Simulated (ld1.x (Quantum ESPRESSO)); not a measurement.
## Plane-wave convergence, TM potential for Zn (Z = 30)

ld1.x (Quantum ESPRESSO) 7.5 input, shortened:

```
&input
   title='Zn', zed=30., rel=1, dft='REVPBE', iswitch=3,
   config='[Ar] 3d10 4s2 4p0'
 /
 &inputp
   pseudotype=2, tm=.true., lloc=0,
   nlcc=.false.
 /
3
4P  2  1   0.00   0.00  2.40  2.40  0.0
3D  3  2  10.00   0.00  0.65  0.65  0.0
4S  1  0   2.00   0.00  2.10  2.10  0.0
 &test
   configts(1)='3d10 4s2 4p0'
 /
```

The pseudo-atom Hamiltonian at the reference potential is diagonalised in spherical Bessel functions j_l(qr) that vanish at 20 bohr, with q² up to the cutoff. All-electron valence levels (Ry): 4p -0.0800, 3d -0.7406, 4s -0.4334.

Q: How do the lowest levels (Ry) of each channel move with the cutoff, and are there ghosts?

A:

| cutoff (Ry) | p #1 | d #1 | s #1 | s #2 | f #1 | f #2 | Σ f·Δε (mRy) |
| --- | --- | --- | --- | --- | --- | --- | --- |
| 8 | -0.0789 | 0.0617 | -0.4249 | -0.0005 | 0.1122 | 0.2375 | 8026.1 |
| 25 | -0.0799 | 0.0617 | -0.4326 | -0.0012 | 0.1122 | 0.2375 | 8010.4 |
| 50 | -0.0800 | 0.0617 | -0.4334 | -0.0013 | 0.1122 | 0.2375 | 8008.5 |
| 100 | -0.0800 | 0.0614 | -0.4334 | -0.0013 | 0.1122 | 0.2375 | 8006.1 |
| 180 | -0.0800 | -0.1643 | -0.4334 | -0.0013 | 0.1122 | 0.2375 | 5748.8 |
| 400 | -0.0800 | -0.7392 | -0.4334 | -0.0013 | 0.1122 | 0.2375 | 0.0 |

Result: no extra level below or beside the all-electron valence levels (p, d, s, f tested); 10 mRy is reached at over 300 Ry and 1 mRy at over 300 Ry.

1 of 7 tests not solved or not reliable.
